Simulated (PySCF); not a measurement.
C₃H₃ (SMILES [CH]=C=C), doublet, geometry from GFN2-xTB; CASCI(5,7)+NEVPT2/6-31G* (PySCF).

Here is a job for PySCF.
```python
from pyscf import gto, scf, mcscf, mrpt
import numpy

mol = gto.M(
    atom='''
C     0.00140388   -0.01899720    0.10918779
C     0.01684836   -0.22799011    1.31038999
C    -0.01571971    0.21271738   -1.22260886
H     0.03012627   -0.40766541    2.34308704
H     0.89984787    0.24626573   -1.78481618
H    -0.94516933    0.36701923   -1.74008438
''',
    basis='6-31g*',
    spin=1,
    verbose=4,
)

mf = scf.ROHF(mol)
mf.kernel()
mc = mcscf.CASCI(mf, 7, 5)
mc.fix_spin_(ss=0.75)
mc.kernel()
occ = numpy.linalg.eigvalsh(mc.fcisolver.make_rdm1(mc.ci, mc.ncas, mc.nelecas))[::-1]
ss = mc.fcisolver.spin_square(mc.ci, mc.ncas, mc.nelecas)[0]
print('natural occupations', occ.round(4), ' <S^2>', round(ss, 4))
e2 = mrpt.NEVPT(mc).kernel()
print('E(NEVPT2) = %.10f' % (mc.e_tot + e2))
```

Q: Predict the main parts of the log of this PySCF run.

A: 
```
PySCF version 2.14.0

[INPUT] verbose = 4
[INPUT] num. atoms = 6
[INPUT] num. electrons = 21
[INPUT] charge = 0
[INPUT] spin (= nelec alpha-beta = 2S) = 1
[INPUT] symmetry False subgroup None
[INPUT] Mole.unit = angstrom
[INPUT] Symbol           X                Y                Z      unit          X                Y                Z       unit  Magmom
[INPUT]  1 C      0.001403880000  -0.018997200000   0.109187790000 AA    0.002652948712  -0.035899505134   0.206335019247 Bohr   0.0
[INPUT]  2 C      0.016848360000  -0.227990110000   1.310389990000 AA    0.031838786048  -0.430838867009   2.476278197472 Bohr   0.0
[INPUT]  3 C     -0.015719710000   0.212717380000  -1.222608860000 AA   -0.029705946658   0.401977590135  -2.310395902867 Bohr   0.0
[INPUT]  4 H      0.030126270000  -0.407665410000   2.343087040000 AA    0.056930399455  -0.770375975359   4.427792791618 Bohr   0.0
[INPUT]  5 H      0.899847870000   0.246265730000  -1.784816180000 AA    1.700466028073   0.465374783566  -3.372813762892 Bohr   0.0
[INPUT]  6 H     -0.945169330000   0.367019230000  -1.740084380000 AA   -1.786111175039   0.693565827149  -3.288282911834 Bohr   0.0

nuclear repulsion = 53.8286017981209
number of shells = 24
number of NR pGTOs = 93
number of NR cGTOs = 48
basis = 6-31g*
ecp = {}

******** <class 'pyscf.scf.rohf.ROHF'> ********
method = ROHF
initial guess = minao
damping factor = 0
level_shift factor = 0
DIIS = <class 'pyscf.scf.diis.CDIIS'>
diis_start_cycle = 1
diis_space = 8
diis_damp = 0
SCF conv_tol = 1e-09
SCF conv_tol_grad = None
SCF max_cycles = 50
direct_scf = True
direct_scf_tol = 1e-13
num. doubly occ = 10  num. singly occ = 1
Set gradient conv threshold to 3.16228e-05
init E= -115.722927997703
  HOMO = -0.121082137616943  LUMO = 0.102516463468996  gap/eV = 6.08443
cycle= 1 E= -115.195277356669  delta_E= 0.528  |g|= 0.281  |ddm|= 1.69
  HOMO = -0.13678939799136  LUMO = 0.193174317669871  gap/eV = 8.97877
cycle= 2 E= -115.225122781154  delta_E= -0.0298  |g|= 0.0874  |ddm|= 0.394
  HOMO = -0.108464136851487  LUMO = 0.202385959194967  gap/eV = 8.45866
cycle= 3 E= -115.228103442753  delta_E= -0.00298  |g|= 0.0634  |ddm|= 0.145
  HOMO = -0.116528517177067  LUMO = 0.206209567126401  gap/eV = 8.78215
cycle= 4 E= -115.22983342083  delta_E= -0.00173  |g|= 0.0163  |ddm|= 0.065
  HOMO = -0.116972577189367  LUMO = 0.205678874292602  gap/eV = 8.77979
cycle= 5 E= -115.230351705652  delta_E= -0.000518  |g|= 0.0127  |ddm|= 0.0252
  HOMO = -0.117665663063603  LUMO = 0.205449985383246  gap/eV = 8.79242
cycle= 6 E= -115.230916725137  delta_E= -0.000565  |g|= 0.0083  |ddm|= 0.0382
  HOMO = -0.117892728300144  LUMO = 0.206619737173728  gap/eV = 8.83043
cycle= 7 E= -115.231268696252  delta_E= -0.000352  |g|= 0.00266  |ddm|= 0.0548
  HOMO = -0.118690562375652  LUMO = 0.206162600247427  gap/eV = 8.83970
cycle= 8 E= -115.231273322119  delta_E= -4.63e-06  |g|= 0.00117  |ddm|= 0.00403
  HOMO = -0.118677508651033  LUMO = 0.206252554107914  gap/eV = 8.84180
cycle= 9 E= -115.231276323927  delta_E= -3e-06  |g|= 0.000664  |ddm|= 0.00251
  HOMO = -0.118858851810164  LUMO = 0.206278412316044  gap/eV = 8.84744
cycle= 10 E= -115.231277411772  delta_E= -1.09e-06  |g|= 0.000193  |ddm|= 0.00288
  HOMO = -0.118889531853807  LUMO = 0.206281985101337  gap/eV = 8.84837
cycle= 11 E= -115.23127748873  delta_E= -7.7e-08  |g|= 7.1e-05  |ddm|= 0.00117
  HOMO = -0.11889112714387  LUMO = 0.206287130002569  gap/eV = 8.84855
cycle= 12 E= -115.231277507433  delta_E= -1.87e-08  |g|= 1.12e-05  |ddm|= 0.000416
  HOMO = -0.118893677121708  LUMO = 0.206287516429918  gap/eV = 8.84863
cycle= 13 E= -115.231277507652  delta_E= -2.2e-10  |g|= 1.16e-06  |ddm|= 3.65e-05
  HOMO = -0.11889347723093  LUMO = 0.206287536634199  gap/eV = 8.84863
Extra cycle  E= -115.231277507654  delta_E= -1.59e-12  |g|= 5.5e-07  |ddm|= 2.62e-06
converged SCF energy = -115.231277507654

******** <class 'pyscf.mcscf.casci.CASCI'> ********
CAS (3e+2e, 7o), ncore = 8, nvir = 33
natorb = False
canonicalization = True
sorting_mo_energy = False
******** <class 'pyscf.fci.addons.SpinPenaltyFCISolver'> ********
max. cycles = 200
conv_tol = 1e-08
davidson only = True
linear dependence = 1e-12
level shift = 0.001
max iter space = 12
nroots = 1
pspace_size = 400
spin = None
Density matrix diagonal elements [1.94408807e+00 1.96386955e+00 1.00342556e+00 3.60109136e-02
 1.15803371e-04 7.43572792e-05 5.24157480e-02]
CASCI converged
CASCI E = -115.274520810020  E(CI) = -5.63437479900176  S^2 = 0.7500000
natural occupations [1.9639e+00 1.9480e+00 1.0028e+00 4.9200e-02 3.6000e-02 1.0000e-04
 1.0000e-04]  <S^2> 0.75

******** <class 'pyscf.mrpt.nevpt2.NEVPT'> ********
NEVPT2 (3e+2e, 7o), ncore = 8, nvir = 33
root = 0
Natural occ [1.96391445e+00 1.94801747e+00 1.00275829e+00 4.91536121e-02
 3.59660126e-02 1.33865553e-04 5.62950972e-05]
Natural orbital (expansion on meta-Lowdin AOs) in CAS space
               #1        #2        #3        #4        #5
0 C 1s          -0.00000  -0.00000  -0.00000  -0.00000  -0.00000
0 C 2s          -0.00000  -0.00000   0.00000  -0.00000  -0.00000
0 C 3s           0.00000  -0.00000  -0.00000  -0.00000  -0.00000
0 C 2px          0.64357   0.04846   0.00040   0.04470   0.56977
0 C 2py         -0.04212   0.69577   0.00580   0.64184  -0.03729
0 C 2pz         -0.01560   0.12043   0.00100   0.11110  -0.01381
0 C 3px          0.02065   0.00016  -0.00030   0.01352   0.13430
0 C 3py         -0.00135   0.00226  -0.00431   0.19409  -0.00879
0 C 3pz         -0.00050   0.00039  -0.00075   0.03360  -0.00326
0 C 3dxy        -0.00472   0.00001  -0.00003  -0.00001   0.00613
0 C 3dyz        -0.00165   0.01105  -0.03949  -0.00808   0.00215
0 C 3dz^2       -0.00113   0.00342  -0.01221  -0.00250   0.00147
0 C 3dxz         0.02698   0.00082  -0.00293  -0.00060  -0.03503
0 C 3dx2-y2      0.00004   0.00199  -0.00712  -0.00146  -0.00005
1 C 1s           0.00000   0.00000  -0.00000  -0.00000  -0.00000
1 C 2s           0.00000   0.00000  -0.00000  -0.00000  -0.00000
1 C 3s           0.00000   0.00000  -0.00000  -0.00000  -0.00000
1 C 2px          0.70435   0.04127  -0.03563  -0.03805  -0.61219
1 C 2py         -0.04610   0.59261  -0.51157  -0.54638   0.04007
1 C 2pz         -0.01708   0.10258  -0.08855  -0.09457   0.01484
1 C 3px          0.01979   0.00056  -0.00432  -0.01756  -0.20775
1 C 3py         -0.00130   0.00801  -0.06199  -0.25208   0.01360
1 C 3pz         -0.00048   0.00139  -0.01073  -0.04363   0.00504
1 C 3dxy         0.00484  -0.00002   0.00001  -0.00005   0.00557
1 C 3dyz         0.00170  -0.02239   0.01080  -0.06207   0.00195
1 C 3dz^2        0.00116  -0.00692   0.00334  -0.01919   0.00134
1 C 3dxz        -0.02770  -0.00166   0.00080  -0.00460  -0.03187
1 C 3dx2-y2     -0.00004  -0.00404   0.00195  -0.01119  -0.00005
2 C 1s           0.00000  -0.00000  -0.00000   0.00000  -0.00000
2 C 2s           0.00000  -0.00000  -0.00000   0.00000   0.00000
2 C 3s           0.00000  -0.00000  -0.00000   0.00000   0.00000
2 C 2px         -0.14550   0.02512   0.05802  -0.02399   0.20518
2 C 2py          0.00952   0.36065   0.83302  -0.34448  -0.01343
2 C 2pz          0.00353   0.06243   0.14419  -0.05963  -0.00497
2 C 3px          0.00165  -0.00023   0.00486  -0.01143   0.10208
2 C 3py         -0.00011  -0.00328   0.06985  -0.16410  -0.00668
2 C 3pz         -0.00004  -0.00057   0.01209  -0.02840  -0.00247
2 C 3dxy        -0.00330   0.00001   0.00001   0.00005  -0.00594
2 C 3dyz        -0.00116   0.01483   0.01091   0.06598  -0.00208
2 C 3dz^2       -0.00079   0.00459   0.00337   0.02040  -0.00143
2 C 3dxz         0.01888   0.00110   0.00081   0.00489   0.03398
2 C 3dx2-y2      0.00003   0.00267   0.00197   0.01190   0.00005
3 H 1s          -0.00000   0.00000   0.00000   0.00000   0.00000
3 H 2s          -0.00000  -0.00000   0.00000  -0.00000   0.00000
4 H 1s          -0.17499  -0.00000   0.00000  -0.00000  -0.27394
4 H 2s           0.00194  -0.00000   0.00000   0.00000  -0.12107
5 H 1s           0.17499  -0.00000   0.00000  -0.00000   0.27394
5 H 2s          -0.00194  -0.00000   0.00000   0.00000   0.12107
               #6        #7
0 C 1s           0.00013   0.00018
0 C 2s          -0.12790   0.04669
0 C 3s           0.01000   0.07889
0 C 2px         -0.00024  -0.00040
0 C 2py          0.00324   0.00542
0 C 2pz         -0.01861  -0.03115
0 C 3px          0.00098   0.00036
0 C 3py         -0.01329  -0.00487
0 C 3pz          0.07636   0.02798
0 C 3dxy         0.00066  -0.00267
0 C 3dyz         0.00344   0.00359
0 C 3dz^2       -0.00859  -0.02352
0 C 3dxz        -0.00003  -0.00127
0 C 3dx2-y2     -0.00436   0.02097
1 C 1s           0.00013   0.00013
1 C 2s           0.41187   0.08957
1 C 3s           0.13980   0.06600
1 C 2px          0.00274   0.00122
1 C 2py         -0.03705  -0.01646
1 C 2pz          0.21296   0.09460
1 C 3px          0.00126   0.00008
1 C 3py         -0.01711  -0.00108
1 C 3pz          0.09832   0.00618
1 C 3dxy        -0.00016  -0.00033
1 C 3dyz        -0.01908  -0.00425
1 C 3dz^2        0.06271   0.01270
1 C 3dxz         0.00144   0.00021
1 C 3dx2-y2     -0.00230   0.00170
2 C 1s          -0.00014   0.00013
2 C 2s           0.16424  -0.42541
2 C 3s           0.04970  -0.12856
2 C 2px         -0.00006   0.00318
2 C 2py          0.00076  -0.04309
2 C 2pz         -0.00437   0.24767
2 C 3px          0.00035   0.00190
2 C 3py         -0.00470  -0.02571
2 C 3pz          0.02699   0.14778
2 C 3dxy        -0.00084   0.00300
2 C 3dyz         0.00152   0.00577
2 C 3dz^2       -0.00872  -0.00614
2 C 3dxz        -0.00043   0.00065
2 C 3dx2-y2      0.00670  -0.02174
3 H 1s          -0.57880  -0.17320
3 H 2s          -0.55074  -0.17660
4 H 1s          -0.12649   0.42181
4 H 2s          -0.11453   0.36480
5 H 1s          -0.12649   0.42181
5 H 2s          -0.11453   0.36480
<CAS-nat-orb|mo-hf>  9      10       0.99998836
<CAS-nat-orb|mo-hf>  10     9        0.99793353
<CAS-nat-orb|mo-hf>  11     11       0.99623456
<CAS-nat-orb|mo-hf>  12     15       0.99828930
<CAS-nat-orb|mo-hf>  13     12       0.99998836
<CAS-nat-orb|mo-hf>  14     13       0.87587172
<CAS-nat-orb|mo-hf>  14     14       0.48254402
<CAS-nat-orb|mo-hf>  15     13      -0.48254402
<CAS-nat-orb|mo-hf>  15     14       0.87587172
Sr    (-1)',   E = -0.02348554250416
Si    (+1)',   E = -0.00733797433822
Sijrs (0)  ,   E = -0.09105017178302
Sijr  (+1) ,   E = -0.03193808523842
Srsi  (-1) ,   E = -0.08170273444735
Srs   (-2) ,   E = -0.02616836768727
Sij   (+2) ,   E = -0.00604063376096
Sir   (0)' ,   E = -0.05842738286000
Nevpt2 Energy = -0.326150892619408
E(NEVPT2) = -115.6006717026
```
